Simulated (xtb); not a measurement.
The xtb input:
```
$ xtb mol.xyz --gfn 2 --uhf 1 --etemp 3000 --json

# file mol.xyz
7

O     -0.89026396    -1.04649341    -0.98157779
Ge    -0.13561324    -0.04736149     0.31044063
O     -0.26136974     1.64159635    -0.29675013
O      1.61904039    -0.43186608     0.20835849
H     -1.66282753    -0.65193226    -1.38205149
H      0.45348446     2.21223983    -0.02059503
H      1.80971341    -1.35063456     0.02830177
```

Estimate the total energy (a free energy at this electronic temperature) that GFN2-xTB in xtb returns for this input.

-15.7048 Eh

What partial charges in atom order does GFN2-xTB give?

O1 -0.46, Ge2 0.41, O3 -0.46, O4 -0.46, H5 0.32, H6 0.32, H7 0.32
